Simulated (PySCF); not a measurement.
# Computed records: BClF, BF₂H₂

Computed with PySCF 2.14.0. Calculation on a computer-drawn molecule: optimised geometry and harmonic frequencies of an isolated molecule of the commonest isotopes, restricted reference for singlets and unrestricted otherwise, frozen core in MP2.

Common to all runs: multiplicity 1.

```yaml
- entry: 1
  formula: BClF
  start_structure:
    atoms_angstrom:
      - [F, -2.1511, 0.9539, 1.017]
      - [B, -1.5513, 1.186, -0.0297]
      - [Cl, -0.7657, 1.4901, -1.401]
  given:
    charge: 1
    method: MP2
    basis: "cc-pV(D+d)Z"
    drawn_bonds_atom: [1, 2]
    drawn_bonds_other_atom: [2, 3]
    drawn_bonds_order: [1, 1]
  results:
    optimised_atom_element: [F, B, Cl]
    "optimised_atom_x [angstrom]": [-2.16, -1.549, -0.7598]
    "optimised_atom_y [angstrom]": [0.9506, 1.187, 1.492]
    "optimised_atom_z [angstrom]": [1.032, -0.03433, -1.411]
    "modes_frequency [cm^-1]": [394.3, 394.4, 743.3, 1787]
    "modes_reduced_mass [dalton]": [12.17, 12.17, 22.57, 12.26]
    "rotational_constants [GHz]": [4.832, 4.832]
    "total_energy [hartree]": -583.7739
    "convergence_status_largest_gradient_component [hartree/bohr]": 2.611e-06
- entry: 2
  formula: BF2H2
  start_structure:
    atoms_angstrom:
      - [F, -0.9489, 0.2588, -0.1333]
      - [B, -2.0565, -0.4714, -0.1961]
      - [F, -2.6602, -0.3825, -1.5151]
      - [H, -2.9496, -0.1547, 0.5982]
      - [H, -1.8483, -1.7201, -0.0333]
  given:
    charge: -1
    method: HF
    basis: aug-cc-pVDZ
    drawn_bonds_atom: [1, 2, 2, 2]
    drawn_bonds_other_atom: [2, 3, 4, 5]
    drawn_bonds_order: [1, 1, 1, 1]
  results:
    optimised_atom_element: [F, B, F, H, H]
    "optimised_atom_x [angstrom]": [-0.9218, -2.118, -2.656, -2.949, -1.818]
    "optimised_atom_y [angstrom]": [0.2784, -0.5311, -0.368, -0.1224, -1.727]
    "optimised_atom_z [angstrom]": [-0.1254, -0.2082, -1.541, 0.6241, -0.02931]
    "modes_frequency [cm^-1]": [440.6, 903.4, 920.2, 1023, 1027, 1256, 1294, 2272, 2336]
    "modes_reduced_mass [dalton]": [11.94, 5.53, 6.457, 1.048, 1.6, 1.247, 1.135, 1.109, 1.039]
    "rotational_constants [GHz]": [42.1, 9.404, 8.227]
    "total_energy [hartree]": -224.8630
    "convergence_status_largest_gradient_component [hartree/bohr]": 2.567e-05
- entry: 3
  formula: BF2H2
  start_structure:
    atoms_angstrom:
      - [F, -0.9218, 0.2784, -0.1254]
      - [B, -2.1178, -0.5311, -0.2082]
      - [F, -2.6565, -0.368, -1.5408]
      - [H, -2.9493, -0.1224, 0.6241]
      - [H, -1.8182, -1.7268, -0.0293]
  given:
    charge: -1
    method: MP2
    basis: aug-cc-pVDZ
    drawn_bonds_atom: [1, 2, 2, 2]
    drawn_bonds_other_atom: [2, 3, 4, 5]
    drawn_bonds_order: [1, 1, 1, 1]
  results:
    optimised_atom_element: [F, B, F, H, H]
    "optimised_atom_x [angstrom]": [-0.8985, -2.122, -2.675, -2.952, -1.816]
    "optimised_atom_y [angstrom]": [0.2899, -0.5373, -0.372, -0.1193, -1.731]
    "optimised_atom_z [angstrom]": [-0.1133, -0.2003, -1.563, 0.6266, -0.03002]
    "modes_frequency [cm^-1]": [401.5, 841.2, 860.3, 964.8, 965.5, 1185, 1233, 2318, 2335]
    "modes_reduced_mass [dalton]": [11.93, 6.013, 6.495, 1.568, 1.046, 1.222, 1.131, 1.115, 1.041]
    "rotational_constants [GHz]": [41.07, 8.983, 7.871]
    "total_energy [hartree]": -225.3955
    "convergence_status_largest_gradient_component [hartree/bohr]": 2.409e-05
```
